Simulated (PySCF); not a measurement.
Members of one series of related molecules.

All values: B3LYP/def2-SVPD (PySCF) at GFN2-xTB geometries, gas phase, one conformer each. Core orbitals are frozen in the response; Δα² is half the sum of the squared differences of the principal polarisabilities.

(1) Rank by HOMO–LUMO gap, highest first.
A. `C/C=C(/OC)C(=O)Cl`
B. `C/C=C(\CC)C(=O)Cl`
C. `C/C=C(\F)C(=O)Cl`
D. `C(=O)(Cl)/C(C=C)=C\C`

(2) Rank by mean static polarisability, highest first.
A. `C/C=C(\F)C(=O)Cl`
B. `C/C=C(/OC)C(=O)Cl`
C. `C/C=C(\[SiH3])C(=O)Cl`
D. `C/C=C(\C(=O)Cl)Cl`
E. `C/C=C(\CC)C(=O)Cl`

(3) Rank by dipole moment, highest first.
A. `[CH3:1]/[CH:2]=[C:3](\[F:4])[C:5](=[O:6])[Cl:7]` with C2–C3–C5–O6 0°
B. `[CH3:1]/[CH:2]=[C:3](\[CH2:4][CH3:5])[C:6](=[O:7])[Cl:8]` with C2–C3–C4–C5 89°, C2–C3–C6–O7 175°
C. `[CH3:1]/[CH:2]=[C:3](/[Cl:4])[C:5](=[O:6])[Cl:7]` with C2–C3–C5–O6 -11°

## Answers

(1) B (5.56 eV), C (5.39 eV), D (5.00 eV), A (4.81 eV).

(2) C (14.10 Å³), E (13.74 Å³), B (12.80 Å³), D (12.20 Å³), A (10.58 Å³).

(3) B (4.22 D), A (3.43 D), C (3.11 D).

All values together:

```
               SMILES    formula  μ (D)  HOMO (eV)  LUMO (eV)  α (Å³)  Δα (Å³)  electrons  α per electron (Å³)
    C/C=C(/OC)C(=O)Cl   C5H7ClO2   4.34      -7.00      -2.19   12.80     6.88         70                0.183
C/C=C(\[SiH3])C(=O)Cl  C4H7ClOSi   4.13      -7.95      -2.33   14.10     6.02         70                0.201
     C/C=C(\F)C(=O)Cl   C4H4ClFO   3.43      -7.99      -2.60   10.58     7.50         62                0.171
    C/C=C(\CC)C(=O)Cl    C6H9ClO   4.22      -7.73      -2.17   13.74     5.74         70                0.196
    C/C=C(/Cl)C(=O)Cl   C4H4Cl2O   3.11      -7.69      -2.70   12.20     7.49         70                0.174
   C=C/C(=C/C)C(=O)Cl    C6H7ClO   3.10      -6.96      -1.95   13.96     7.19         68                0.205
```

Conformers: `[CH3:1]/[CH:2]=[C:3](/[O:4][CH3:5])[C:6](=[O:7])[Cl:8]` with C2–C3–O4–C5 0°, C2–C3–C6–O7 1°; `[CH3:1]/[CH:2]=[C:3](\[SiH3:4])[C:5](=[O:6])[Cl:7]` with C2–C3–C5–O6 155°; `[CH3:1]/[CH:2]=[C:3](\[F:4])[C:5](=[O:6])[Cl:7]` with C2–C3–C5–O6 0°; `[CH3:1]/[CH:2]=[C:3](\[CH2:4][CH3:5])[C:6](=[O:7])[Cl:8]` with C2–C3–C4–C5 89°, C2–C3–C6–O7 175°; `[CH3:1]/[CH:2]=[C:3](/[Cl:4])[C:5](=[O:6])[Cl:7]` with C2–C3–C5–O6 -11°; `[CH2:1]=[CH:2]/[C:3](=[CH:4]/[CH3:5])[C:6](=[O:7])[Cl:8]` with C1–C2–C3–C4 -165°, C2–C3–C6–O7 -124°.
